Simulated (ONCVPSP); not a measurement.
**Before and after: ONCV potential for Pb (Z = 82)**

- Element: Pb (Z = 82)
- Generator: ONCVPSP 4.0.1
- Type: optimised norm-conserving Vanderbilt (ONCV)
- Functional: PBE
- Relativity: fully relativistic
- Frozen core: [Kr] 4d10 4f14
- Valence charge: 22
- Reference configuration: 5s2 5p6 5d10 6s2 6p2
- Partial waves: 5s+6s: rc 1.50 bohr, ncon 4, nbas 7, qcut 9.8 1/bohr, 2 projectors; 5p+6p: rc 1.70 bohr, ncon 3, nbas 7, qcut 7.8 1/bohr, 3 projectors, debl 3.5 Ha; 5d: rc 1.95 bohr, ncon 3, nbas 8, qcut 7.4 1/bohr, 2 projectors, debl 2.9 Ha
- Local potential: polynomial inside 1.30 bohr (lpopt 5, dvloc0 0 Ha)
- Core correction: none

Open shells are filled in proportion to 2j + 1.

Change: s: rc 2.14.

Cutoffs: the cutoffs (Ha) at which the residual kinetic energy of the hardest occupied pseudo-wave falls to 1 and 0.1 mHa per electron; they do not see the model core or the augmentation charge, which bear on the density cutoff. Errors are all-electron minus pseudo energies relative to the spin-unpolarised reference configuration.

Q: Predict the effect on cutoff, ghosts and configuration errors.

A: The potential gets softer (31 Ha and 37 Ha → 21 Ha and 25 Ha); of the 4 tests that both files solve, the error grows in 3 and shrinks in 0 by more than 15 % and 0.3 meV (median size 0.4 → 1.7 meV); neither file shows a bound ghost. A larger radius leaves more room for a smooth pseudo-wave, so fewer plane waves are needed. More of the atom is replaced by a form fitted at one configuration, so other configurations suffer.

```csv
quantity,base,changed
"cutoff, loose",31 Ha,21 Ha
"cutoff, tight",37 Ha,25 Ha
loose cutoff by channel,"s 31 Ha, p 21 Ha, d 21 Ha","s 19 Ha, p 21 Ha, d 21 Ha"
bound ghosts,none,none
GHOST(+) flags under 300 eV,none,none
"error for 5s2 5p6 5d10 6s2 6p1, meV [ΔE 6.70 eV]",+0.2,+0.3
"error for 5s2 5p6 5d10 6s2 6p0, meV [ΔE 20.30 eV]",0.0,+0.5
"error for 5s2 5p6 5d10 6s1 6p0, meV [ΔE 52.71 eV]",-4.8,-8.0
"error for 5s2 5p6 5d10 6s1 6p2, meV [ΔE 16.05 eV]",-0.6,-2.8
p3/2: phases at 1.72 bohr within 0.05 rad from the reference energy up to (Ha; the scan ends near 5),to the end of the scan,to the end of the scan
p1/2: phases at 1.72 bohr within 0.05 rad from the reference energy up to (Ha; the scan ends near 5),to the end of the scan,to the end of the scan
d5/2: phases at 1.97 bohr within 0.05 rad from the reference energy up to (Ha; the scan ends near 5),to the end of the scan,to the end of the scan
d3/2: phases at 1.97 bohr within 0.05 rad from the reference energy up to (Ha; the scan ends near 5),to the end of the scan,to the end of the scan
```
